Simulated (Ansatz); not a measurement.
Ti2O4⁻, relaxed as a doublet with UKS PBE-D4/def2-SVPD in Ansatz, starting from the GFN2-xTB geometry. Force threshold 0.02 eV/Å.

The highest occupied level of the charge -1 doublet lies above zero (up to 0.00 eV). The electron is either unbound and held by the finite basis, or the level is raised by self-interaction error. The structure comes from a short search, and lower isomers may exist.

Start:

```xyz
6

Ti    0.025    0.762    1.030
Ti    0.023   -0.691   -1.075
O    -0.173    1.350    2.515
O    -1.009    0.728   -0.498
O    -0.152   -1.837   -2.190
O     1.286   -0.312    0.218
```

**Question.** Estimate the energy that the relaxation releases and the steps that it takes.

**Answer.** 15.6 kcal/mol, in 8 steps; 27 s on 4 threads of Arm Neoverse V1 on a shared host. No frequencies were taken in this run, so the end may be a saddle point.

**Question.** Does the start keep its bonding and symmetry?

**Answer.** By distances, no bond broke or formed. The bond that changes most is Ti2–O5, from 1.61 to 1.67 Å (atoms count from 1). Point group C2v at the start, C2v at the end, both within 0.05 Å.

**Question.** Predict the relaxed structure.

**Answer.** 
Cartesian coordinates in Å:
```
Ti 0.178 1.026 0.922
Ti 0.186 -0.478 -1.292
O -0.313 1.040 2.517
O -1.015 0.702 -0.480
O -0.297 -1.958 -1.896
O 1.261 -0.331 0.230
```
Bond lengths (bridged metal pairs left out): 6 × O–Ti 1.67 to 1.87 Å.
